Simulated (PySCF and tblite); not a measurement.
Values are calculated unless marked as measured or tabulated.
C₇H₁₀Si, numbered as in [CH2:1]=[CH:2][C:3]1=[C:4]([SiH3:5])[CH2:6][CH:7]=[CH:8]1.

Level: PBE0-D3(BJ)/pcSseg-1//GFN2-xTB, thermal terms from GFN2-xTB, symmetry numbers and mirror pairs counted. Conformers within 2.5 kcal/mol (GFN2-xTB free energy) were kept, 3 at most. GIAO shieldings: PBE0/pcSseg-1. Shifts are against TMS (¹H), TMS (¹³C), TMS (²⁹Si) at the same level. Run with PySCF (density fitting) and tblite.

Torsions listed: C1–C2–C3–C4. The 5-ring runs over atoms 3–4–6–7–8. Of a mirror pair one member is shown.

| conformer | shape | symmetry | E(GFN2) kcal/mol | E(DFT) kcal/mol |
| --- | --- | --- | --- | --- |
| 1 | 5-ring flat; 180° | Cs | 0.00 | 0.00 |
| 2 | 5-ring flat; 27° | C1 (pair) | 0.95 | 1.69 |

Q: How much do the weights at 298.15 K and the averaged shift of C8 depend on how the conformers are weighted?

A: 
```json
{"weighting": "DFT energy with thermal terms, symmetry and mirror images (full scheme)", "1 (%)": "94", "2 (%)": "6", "δ (ppm)": "137.5", "rms dipole (D)": "0.85"}
{"weighting": "DFT energy with symmetry and mirror images", "1 (%)": "90", "2 (%)": "10", "δ (ppm)": "137.8", "rms dipole (D)": "0.84"}
{"weighting": "bare DFT energy", "1 (%)": "95", "2 (%)": "5", "δ (ppm)": "137.5", "rms dipole (D)": "0.85"}
{"weighting": "GFN2-xTB energy with symmetry and mirror images", "1 (%)": "71", "2 (%)": "29", "δ (ppm)": "139.0", "rms dipole (D)": "0.84"}
{"weighting": "GFN2-xTB free energy", "1 (%)": "82", "2 (%)": "18", "δ (ppm)": "138.3", "rms dipole (D)": "0.84"}
{"weighting": "leading conformer alone", "1 (%)": "100", "2 (%)": "0", "δ (ppm)": "137.1", "rms dipole (D)": "0.85"}
{"weighting": "equal weights", "1 (%)": "50", "2 (%)": "50", "δ (ppm)": "140.5", "rms dipole (D)": "0.83"}
{"weighting": "full scheme, search stopped after three starts", "1 (%)": "100", "2 (%)": "0", "δ (ppm)": "137.1", "rms dipole (D)": "0.85"}
```

The largest departure from the full scheme, 3.0 ppm, comes with: equal weights.
